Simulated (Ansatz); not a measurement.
A CCSD(T) single point on GeH3, SMILES `[GeH3]` radical.

```yaml
crystal:
  periodic: [false, false, false]
  atoms:
    - {symbol: Ge, position_ang: [0.214577, -0.125905, -0.249397]}
    - {symbol: H, position_ang: [1.055031, 0.109610, 1.018261]}
    - {symbol: H, position_ang: [-0.882773, -1.175870, -0.000057]}
    - {symbol: H, position_ang: [-0.386834, 1.192155, -0.768808]}
basis:
  gaussian: {orbitals: def2-QZVPP}
magnetization: {spin_polarized: true, initial_magnetization: 1}
correlation: {method: ccsd_t}
scf: {omitted_lower_state_checks: [cluster_reference]}
```

```sh
$ ansatz run in.yaml --threads 2 --pin off --events-out ev --progress --plain
```

The program prints (abridged):

```
Functional definition: HF
1129 factors; integrals over basis functions are off by at most 1.1e-3 eV
mean field evaluation 1: about -56520.4324 eV, gradient 7.4e0 eV
mean field evaluation 2: about -56520.4333 eV, gradient 7.4e0 eV
mean field evaluation 4: about -56521.0696 eV, gradient 1.8e0 eV
mean field evaluation 8: about -56521.0874 eV, gradient 6.4e-4 eV
mean field -56521.08740693 eV, -2077.1116508354 hartree, gradient 4.3e-6 eV, S^2 0.755154; 0 other end points of the search recorded, 0 dependent functions left out
9 core orbitals not correlated: weight in the atoms' cores, before any rotation towards them, 1.000 or more for the frozen orbitals, at most 0.000 for the correlated occupied ones
reference -56521.08740693 eV, -2077.1116508354 hartree; 9, 8 occupied and 161, 162 virtual orbitals, 1129 factors
second order -13.94968258 eV of doubles, -0.00000000 eV of singles
cycle   1  -13.50014519 eV  change    4.5e-1 eV  update   7.4e-2
cycle   2  -13.84874054 eV  change   -3.5e-1 eV  update   2.4e-2
cycle   3  -13.87760579 eV  change   -2.9e-2 eV  update   1.1e-2
cycle   4  -13.87147667 eV  change    6.1e-3 eV  update   3.2e-3
cycle   5  -13.87158074 eV  change   -1.0e-4 eV  update   1.1e-3
cycle   6  -13.87197683 eV  change   -4.0e-4 eV  update   4.2e-4
cycle   7  -13.87178472 eV  change    1.9e-4 eV  update   1.5e-4
cycle   8  -13.87182861 eV  change   -4.4e-5 eV  update   5.7e-5
cycle   9  -13.87187201 eV  change   -4.3e-5 eV  update   1.8e-5
cycle  10  -13.87185158 eV  change    2.0e-5 eV  update   6.8e-6
perturbative correction -0.31977415 eV, -0.0117514832 hartree
Total energy: -56535.27903266 eV, -2077.6331834617 hartree
Checks for a lower state left out: cluster_reference
```

Run time 26 s (2 threads of a server CPU on a shared host); peak host memory 2.6 GiB.

MP2 recovers 98.3 % of the CCSD(T) correlation energy and the triples give 2.3 %; T1 = 0.0138.
